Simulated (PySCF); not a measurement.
GeH₃O₃, SMILES [OH][Ge]([OH])[OH], multiplicity 2.

Coordinates come from a B3LYP-D3(BJ)/def2-SVP optimisation. The isomer is the one that the SMILES or the coordinates give; other isomers of the formula were not compared. One conformer was computed; it need not be the lowest.

Two levels are set side by side: PBE/def2-TZVP (PySCF) and PBE0/def2-TZVP (PySCF). Same geometry, gas phase. Differences are taken from unrounded values.

```json
[
 {"quantity": "α-spin orbital gap (eV)", "PBE0": "7.35"},
 {"quantity": "β-spin orbital gap (eV)", "PBE0": "5.87"},
 {"quantity": "dipole moment (D)", "PBE0": "1.84"},
 {"quantity": "mean polarisability (bohr³)", "PBE0": "41.6"}
]
```

Problem. What does PBE give, and how far is it from PBE0? (Estimate from the structure and the level; the computed values follow.)

Solution. 
| quantity | PBE | PBE minus PBE0 |
|---|---|---|
| α-spin orbital gap (eV) | 5.16 | -2.19 |
| β-spin orbital gap (eV) | 3.24 | -2.64 |
| dipole moment (D) | 1.59 | -0.26 |
| mean polarisability (bohr³) | 44.1 | 2.5 |

Loosely held outer electrons make PBE densities more polarisable. Differences between two approximate levels are no errors against the true value.

Rough cost on one machine, each run with all the roots and properties that it gave: PBE0 against PBE within a factor of 2.
